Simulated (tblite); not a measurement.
C18H12S3 (annulene and dehydroannulene), SMILES c1cc2ccc3ccc(ccc4ccc(ccc1s2)s4)s3 at step 2 of a GFN2-xTB optimisation (tblite, gas phase), coordinates in Å:

```
  1 C     2.247    1.734    1.147
  2 C     1.125    2.609    1.140
  3 C     0.528    2.738   -0.079
  4 C    -0.688    3.519   -0.394
  5 C    -1.927    3.007   -0.396
  6 C    -2.232    1.572   -0.228
  7 C    -2.581    0.686   -1.208
  8 C    -2.742   -0.652   -0.750
  9 C    -2.508   -0.817    0.585
 10 C    -2.482   -2.084    1.348
 11 C    -1.425   -2.909    1.353
 12 C    -0.182   -2.631    0.599
 13 C     0.044   -2.824   -0.733
 14 C     1.305   -2.342   -1.186
 15 C     2.068   -1.777   -0.203
 16 C     3.389   -1.135   -0.363
 17 C     3.586    0.191   -0.366
 18 C     2.526    1.177   -0.068
 19 S     1.401    1.787   -1.276
 20 S     1.237   -1.903    1.343
 21 S    -2.158    0.743    1.322
 22 H     2.824    1.493    2.031
 23 H     0.747    3.116    2.021
 24 H    -0.566    4.599   -0.575
 25 H    -2.773    3.684   -0.590
 26 H    -2.692    0.992   -2.241
 27 H    -3.001   -1.484   -1.392
 28 H    -3.381   -2.366    1.919
 29 H    -1.481   -3.846    1.927
 30 H    -0.697   -3.283   -1.376
 31 H     1.638   -2.375   -2.216
 32 H     4.251   -1.793   -0.550
 33 H     4.602    0.575   -0.545
```

**Question.** What are the forces on the atoms (eV/Å)?

**Answer.** 
```
  1 C    -0.08   -0.04   -0.13
  2 C     0.03   -0.07    0.02
  3 C     0.09   -0.09   -0.07
  4 C    -0.19   -0.07    0.13
  5 C     0.24    0.04   -0.07
  6 C    -0.05   -0.18    0.04
  7 C    -0.02    0.00    0.14
  8 C     0.17    0.08    0.00
  9 C    -0.03    0.12   -0.02
 10 C     0.14   -0.06   -0.02
 11 C    -0.07    0.13   -0.01
 12 C     0.12    0.02   -0.04
 13 C     0.02    0.18   -0.02
 14 C    -0.01    0.02    0.18
 15 C    -0.14   -0.12    0.04
 16 C    -0.02    0.18   -0.09
 17 C    -0.06   -0.18    0.09
 18 C    -0.13    0.15    0.06
 19 S    -0.10   -0.12    0.34
 20 S    -0.18    0.17   -0.32
 21 S     0.21   -0.13   -0.30
 22 H    -0.18    0.10   -0.13
 23 H     0.15   -0.18   -0.19
 24 H     0.06   -0.58    0.11
 25 H     0.34   -0.44    0.06
 26 H     0.01   -0.16    0.21
 27 H     0.08    0.22    0.06
 28 H     0.45    0.28   -0.28
 29 H     0.15    0.47   -0.26
 30 H     0.22    0.14    0.07
 31 H    -0.17   -0.05    0.21
 32 H    -0.51    0.22    0.06
 33 H    -0.55   -0.09    0.11
```
